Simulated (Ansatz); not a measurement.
Calculated with Ansatz (gas phase, PBE0-D4/def2-TZVP geometries, no zero-point term in ΔE). CCSD(T)/CBS adds triple-zeta CCSD(T) − MP2 to the extrapolated MP2 energy (def2 sets, frozen cores). This one scheme is used for every species. For Se outer-core shells are correlated without core-valence functions, which leaves a few kJ/mol of doubt a bond. Scalar relativity is left out up to krypton. Each species was taken in one conformer, which may not be the lowest.

Consider the formal exchange of groups at the Se–Al bond: `[F][Al]([F])[SeH]` + `C[SiH3]` → `[SiH3]C[SeH]` + `[F][AlH][F]`.

`[F][Al]([F])[SeH]`:

Z-matrix (Å, degrees):
```
Al
F 1 1.637
Se 1 2.285 2 119.5
F 1 1.638 2 119.2 3 -180.0
H 3 1.470 1 89.9 2 179.9
```

`C[SiH3]`:

Cartesian coordinates in Å:
```
C 0.685 0.614 -0.358
Si -0.613 -0.550 0.320
H 0.863 0.421 -1.418
H 1.632 0.491 0.173
H 0.368 1.654 -0.250
H -1.901 -0.382 -0.406
H -0.855 -0.284 1.764
H -0.178 -1.965 0.175
```

`[SiH3]C[SeH]`:

Z-matrix (Å, degrees):
```
Si
C 1 1.874
H 1 1.490 2 110.5
H 1 1.484 2 109.8 3 120.7
H 1 1.487 2 109.2 3 -119.4
Se 2 1.957 1 111.3 3 177.7
H 2 1.090 1 112.8 3 54.0
H 2 1.092 1 110.1 3 -66.6
H 6 1.470 2 95.5 1 -48.6
```

`[F][AlH][F]`:

Z-matrix (Å, degrees):
```
Al
F 1 1.639
F 1 1.639 2 118.0
H 1 1.559 2 121.0 3 180.0
```

```json
{"species": "`[F][Al]([F])[SeH]`", "HF/def2-TZVPP energy (Eh)": "-2841.53169"}
{"species": "`C[SiH3]`", "HF/def2-TZVPP energy (Eh)": "-330.32143"}
{"species": "`[SiH3]C[SeH]`", "HF/def2-TZVPP energy (Eh)": "-2730.15660"}
{"species": "`[F][AlH][F]`", "HF/def2-TZVPP energy (Eh)": "-441.63097"}
```

Q: Work out ΔE.

A: ΔE = (-2730.15660) + (-441.63097) − (-2841.53169) − (-330.32143) = 0.06555 Eh = +172.1 kJ/mol. CCSD(T)/CBS gives +163.8 kJ/mol.

Largest T1 diagnostic among the species: 0.013.

Leaving LDA and LC-ωPBE aside and taking each functional with its dispersion term where it has one, the values, not all of them listed here, spread over 16.6 kJ/mol, from BLYP-D4 to r2SCAN0-D4. From BLYP to BHLYP (50 % exact exchange), in def2-TZVPP and without D4, ΔE moves by +7.7 kJ/mol.
